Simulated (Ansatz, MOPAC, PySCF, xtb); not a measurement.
Noncovalent pair: H2S (SMILES S) (first 3 atoms) with GeH4 (SMILES [GeH4]); geometry from B3LYP-D3(BJ)/def2-TZVP, rigid monomers moved along the line of their centres of mass till S1···Ge4 is 5.40 Å.
(charge 0, multiplicity 1):
```xyz
8

S      0.156    -0.375    -0.314
H      0.278    -1.634     0.138
H     -1.172    -0.372    -0.119
Ge    -0.062     0.430     5.024
H     -0.190     0.580     6.550
H     -1.069    -0.627     4.544
H      1.362    -0.022     4.676
H     -0.367     1.775     4.353
```

Monomers are frozen at their geometry in the pair; levels with a basis set take the counterpoise correction. Rows marked so take none.

Frozen-core correlation. Filled d and f shells under p-block atoms count as core. Rows in 3-21G carry no dispersion term and start afresh at each structure; the Pople sets are all-electron and without relativity. The state that PM3 reach isn't checked.

Programs: Ansatz (Gaussian basis) for Hartree–Fock, density functionals and correlated methods; MOPAC for PM3 (differences of heats of formation); PySCF for 3-21G rows, the dispersion terms; xtb for the GFN methods. Each number belongs to the level named beside it.

| level | interaction energy (kcal/mol) |
|---|---|
| GFN-FF | -0.25 |
| PM3 | 0.07 |
| PBE/def2-TZVPPD | -0.17 |
| PBE-D3(BJ)/def2-TZVPPD | ___ |
| B3LYP/3-21G (no counterpoise) | -0.22 |
| B3LYP-D3(BJ)/def2-TZVPPD | -0.28 |
| B3LYP-D4/def2-TZVPPD | -0.22 |
| wB97X-V/def2-TZVPPD | -0.30 |
| CCSD/def2-SVPD | -0.26 |

Problem. Complete the blanks.

Solution. 
- PBE-D3(BJ)/def2-TZVPPD, interaction energy (kcal/mol): -0.38

Ansatz is an electronic-structure program.
